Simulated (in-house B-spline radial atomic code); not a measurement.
Settings and results of a run for neutral tellurium (an excited or competing configuration). Level of theory: Dirac-Hartree-Fock, average of the jj configuration, Fermi nucleus of rms radius 4.7423 fm; calculated with a radial B-spline atomic code at the basis-set limit.

In the input, a minus or plus after the letter marks the j = l - 1/2 or j = l + 1/2 subshell.

Command:
```bash
python run_scf.py task.json out
```
Settings (nuclear radius in fm, mass in u):
```
Z                52
configuration    1s2 2s2 2p6 3s2 3p6 3d10 4s2 4p6 4d10 5s1 5p+4 5g-1
hamiltonian      dirac
method           hf
spin_polarised   False
nucleus          fermi
rms_radius       4.7423
atomic_mass      129.90622
speed_of_light   137.035999084
```

Output (hartree, bohr):
```
 radial grid: 92 intervals, B-splines of order 8, outer radius 144.5 bohr

 iter        energy (Eh)    residual
    1       -6789.913943    5.91e-01
    2       -6792.061874    1.80e-01
    3       -6792.895643    3.72e-02
    4       -6792.942614    9.53e-03
    5       -6792.946258    4.62e-03
    6       -6792.946961    4.43e-04
    7       -6792.946981    1.64e-04
    8       -6792.946982    1.58e-05
    9       -6792.946982    2.01e-06
   10       -6792.946982    2.17e-07

 total energy                     -6792.94698
 kinetic                            7183.9335
 electron-nucleus                 -16486.6088
 electron-electron                  2509.7284

 first-order corrections (not in the total)
   Gaunt                             5.6466
   retardation                      -0.5803
   frequency dependence             -0.0529
   self-energy                       3.8369
   Uehling                          -0.5158
   Wichmann-Kroll                    0.0114
   recoil                            0.0194

 orbital      occ     eigenvalue          <r>       <r^2>       <1/r>       r_max    small
 1s1/2      2.000     -1176.3017    0.0278054  0.00104767     55.5738     0.01794  3.66e-02
 2s1/2      2.000      -184.2310     0.119265   0.0168386     12.9647      0.1014  7.83e-03
 2p1/2      2.000      -172.1304     0.100919   0.0125293      12.908     0.07804  7.82e-03
 2p3/2      4.000      -162.0059     0.106452   0.0138127     11.9518      0.0827  7.44e-03
 3s1/2      2.000       -38.4916     0.320236    0.117336     4.62615      0.2919  2.32e-03
 3p1/2      2.000       -33.4747     0.311209    0.112529     4.52541       0.279  2.25e-03
 3p3/2      4.000       -31.5403     0.322223    0.120441     4.29448      0.2892  2.15e-03
 3d3/2      4.000       -22.7966     0.293705    0.102111     4.13288      0.2362  2.02e-03
 3d5/2      6.000       -22.3979     0.297253     0.10445      4.0727      0.2391  1.99e-03
 4s1/2      2.000        -7.4761     0.766949    0.663829     1.81271      0.7018  6.21e-04
 4p1/2      2.000        -5.6674     0.804917    0.737465     1.70014      0.7235  5.61e-04
 4p3/2      4.000        -5.3089     0.829284    0.782437     1.63473      0.7457  5.37e-04
 4d3/2      4.000        -2.3516      0.95476     1.06403     1.38049      0.8059  4.01e-04
 4d5/2      6.000        -2.2992     0.970675     1.10214     1.35693      0.8154  3.90e-04
 5s1/2      1.000        -1.0888      2.05225     4.74986    0.627978       1.793  9.84e-05
 5p3/2      4.000        -0.5919      2.52107     7.22726    0.502222       2.135  6.36e-05
 5g7/2      1.000        -0.0200      27.4993     824.961   0.0400016          25  5.33e-07
```

Run time, properties included: 4.6 s on 1 thread of Arm Neoverse V2, on a shared host.

For the Dirac Hamiltonian the kinetic term is c α·p + (β - 1)c².
